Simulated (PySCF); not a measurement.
First SCF of a structure search on singlet MoFCl, at a hand-made bent geometry. PySCF input:

```python
from pyscf import gto, scf, dft
mol = gto.M(atom='''
Mo     0.000000     0.000000     0.000000
F     -1.654700     0.000000     1.158600
Cl     1.941400     0.000000     1.359400''',
    basis={'Mo': 'def2-TZVP', 'F': 'def2-TZVP', 'Cl': 'def2-TZVP'},
    ecp={'Mo': 'def2-TZVP'},
    charge=0, spin=0)
mf = dft.RKS(mol, xc='PBE0')
mf.grids.atom_grid = (50, 194)
aux = {'Mo': 'def2-universal-JKFIT', 'F': 'def2-universal-JKFIT', 'Cl': 'def2-universal-JKFIT'}
mf = mf.density_fit(auxbasis=aux)
mf.conv_tol = 1e-08
mf.diis_space = 10
mf.max_cycle = 60
mf.init_guess = 'minao'
mf.verbose = 4
mf.kernel()
```

Excerpt of the output (cycles and frontier levels); where DIIS stalls, ADIIS, DIIS with a small level shift and a second-order solver take over in turn:

```
init E= -621.456974283601
  HOMO = -0.417602335371911  LUMO = -0.41411795906681  gap/eV = 0.09481
cycle= 1 E= -627.79786602053  delta_E= -6.34  |g|= 0.819  |ddm|= 3.59
  HOMO = -0.0987049670233097  LUMO = -0.0870359428794471  gap/eV = 0.31753
cycle= 2 E= -627.223930164822  delta_E= 0.574  |g|=    2  |ddm|= 1.73
  HOMO = -0.140087563527559  LUMO = -0.105797663760388  gap/eV = 0.93308
cycle= 3 E= -627.903848332551  delta_E= -0.68  |g|= 0.433  |ddm|= 1.04
  HOMO = -0.214759137730092  LUMO = -0.165136117193494  gap/eV = 1.35031
cycle= 4 E= -627.937148191873  delta_E= -0.0333  |g|= 0.206  |ddm|= 0.46
  HOMO = -0.194700842948864  LUMO = -0.141931760663523  gap/eV = 1.43592
cycle= 5 E= -627.945981383031  delta_E= -0.00883  |g|= 0.11  |ddm|= 0.236
  HOMO = -0.199576789928454  LUMO = -0.144411262603183  gap/eV = 1.50113
cycle= 6 E= -627.95011788226  delta_E= -0.00414  |g|= 0.0254  |ddm|= 0.113
  HOMO = -0.200960438427714  LUMO = -0.144570606466778  gap/eV = 1.53445
... 98 lines left out ...
cycle= 56 E= -627.948688108108  delta_E= -0.000525  |g|= 0.0176  |ddm|= 0.111
  HOMO = -0.20159137572921  LUMO = -0.143682466019795  gap/eV = 1.57578
cycle= 57 E= -627.948769802354  delta_E= -8.17e-05  |g|= 0.0154  |ddm|= 0.0367
  HOMO = -0.195113802499094  LUMO = -0.134836418451059  gap/eV = 1.64023
cycle= 58 E= -627.946129228488  delta_E= 0.00264  |g|= 0.0389  |ddm|= 0.396
  HOMO = -0.20018684220482  LUMO = -0.140096489578196  gap/eV = 1.63514
cycle= 59 E= -627.947547281822  delta_E= -0.00142  |g|= 0.024  |ddm|= 0.167
  HOMO = -0.202114316091184  LUMO = -0.144543432487074  gap/eV = 1.56658
cycle= 60 E= -627.948538045459  delta_E= -0.000991  |g|= 0.0128  |ddm|= 0.199
SCF not converged.
init E= -621.456974283601
  HOMO = -0.417602335371911  LUMO = -0.41411795906681  gap/eV = 0.09481
cycle= 1 E= -627.79786602053  delta_E= -6.34  |g|= 0.819  |ddm|= 3.59
  HOMO = -0.0987049670233097  LUMO = -0.0870359428794471  gap/eV = 0.31753
cycle= 2 E= -627.223930164822  delta_E= 0.574  |g|=    2  |ddm|= 1.73
  HOMO = -0.130084446957437  LUMO = -0.0992686841183663  gap/eV = 0.83854
cycle= 3 E= -627.900864943176  delta_E= -0.677  |g|= 0.461  |ddm|= 0.86
  HOMO = -0.262364546037617  LUMO = -0.206563819527436  gap/eV = 1.51842
cycle= 4 E= -627.871171218846  delta_E= 0.0297  |g|= 0.555  |ddm|= 0.735
  HOMO = -0.204831498259035  LUMO = -0.153519779291891  gap/eV = 1.39626
cycle= 5 E= -627.928533955812  delta_E= -0.0574  |g|= 0.354  |ddm|= 0.466
  HOMO = -0.202101094612619  LUMO = -0.145132347419187  gap/eV = 1.55020
cycle= 6 E= -627.934183400852  delta_E= -0.00565  |g|= 0.317  |ddm|= 0.316
  HOMO = -0.198520403151601  LUMO = -0.143022041138738  gap/eV = 1.51019
... 18 lines left out ...
cycle= 16 E= -627.967823496659  delta_E= 0.000539  |g|= 0.154  |ddm|= 0.182
  HOMO = -0.221994209723533  LUMO = -0.141221239775443  gap/eV = 2.19794
cycle= 17 E= -627.973923215086  delta_E= -0.0061  |g|= 0.0443  |ddm|= 0.151
  HOMO = -0.232492853927351  LUMO = -0.148054047473119  gap/eV = 2.29770
cycle= 18 E= -627.974573732879  delta_E= -0.000651  |g|= 0.102  |ddm|= 0.169
  HOMO = -0.220111536144614  LUMO = -0.132902996339769  gap/eV = 2.37307
cycle= 19 E= -627.973842043645  delta_E= 0.000732  |g|= 0.148  |ddm|= 0.17
  HOMO = -0.231440655800011  LUMO = -0.14307642464257  gap/eV = 2.40451
cycle= 20 E= -627.979029257893  delta_E= -0.00519  |g|= 0.0318  |ddm|= 0.127
SCF not converged.
init E= -627.979029257893
  HOMO = -0.227538676996937  LUMO = -0.0366074531399387  gap/eV = 5.19550
cycle= 1 E= -627.979462500651  delta_E= -0.000433  |g|= 0.0558  |ddm|= 0.0714
  HOMO = -0.238360719207475  LUMO = -0.047912561934377  gap/eV = 5.18236
cycle= 2 E= -627.978773996275  delta_E= 0.000689  |g|= 0.105  |ddm|= 0.0989
  HOMO = -0.232400357244803  LUMO = -0.040747758988369  gap/eV = 5.21513
cycle= 3 E= -627.981041989061  delta_E= -0.00227  |g|= 0.0188  |ddm|= 0.055
  HOMO = -0.232156026237135  LUMO = -0.0400843847820157  gap/eV = 5.22654
cycle= 4 E= -627.981447231537  delta_E= -0.000405  |g|= 0.0116  |ddm|= 0.0321
  HOMO = -0.234650305451985  LUMO = -0.0402173811990031  gap/eV = 5.29079
cycle= 5 E= -627.982488153761  delta_E= -0.00104  |g|= 0.00954  |ddm|= 0.102
  HOMO = -0.239244068145131  LUMO = -0.0395556970640304  gap/eV = 5.43380
cycle= 6 E= -627.983739565101  delta_E= -0.00125  |g|= 0.0133  |ddm|= 0.177
  HOMO = -0.239043524636618  LUMO = -0.0393624193498763  gap/eV = 5.43360
... 16 lines left out ...
cycle= 15 E= -627.984317779856  delta_E= -2.63e-07  |g|= 0.000175  |ddm|= 0.00217
  HOMO = -0.236419001958733  LUMO = -0.041546906142704  gap/eV = 5.30274
cycle= 16 E= -627.984317858764  delta_E= -7.89e-08  |g|= 9.96e-05  |ddm|= 0.00127
  HOMO = -0.236421941611141  LUMO = -0.0415480356716074  gap/eV = 5.30279
cycle= 17 E= -627.984317878984  delta_E= -2.02e-08  |g|= 4.86e-05  |ddm|= 0.000603
  HOMO = -0.236423331283775  LUMO = -0.0415500594058002  gap/eV = 5.30277
cycle= 18 E= -627.984317884383  delta_E= -5.4e-09  |g|= 2.7e-05  |ddm|= 0.000283
  HOMO = -0.236420974572069  LUMO = -0.141546404275013  gap/eV = 2.58167
Extra cycle  E= -627.984317885717  delta_E= -1.33e-09  |g|= 3.71e-05  |ddm|= 0.000119
converged SCF energy = -627.984317885717
```

No lower solution of this spin was found from smeared starts or by a stability analysis within the restricted form, which does not test spin polarisation.

At the minimum of this search the closed-shell solution is unstable towards spin polarisation, so a lower open-shell solution exists.

The search for the lowest solution, 3 starts and the stability check together, took 18 s on 2 threads of a shared Arm Neoverse V1 host, with 108 basis functions; the process peaked at 0.4 GiB.
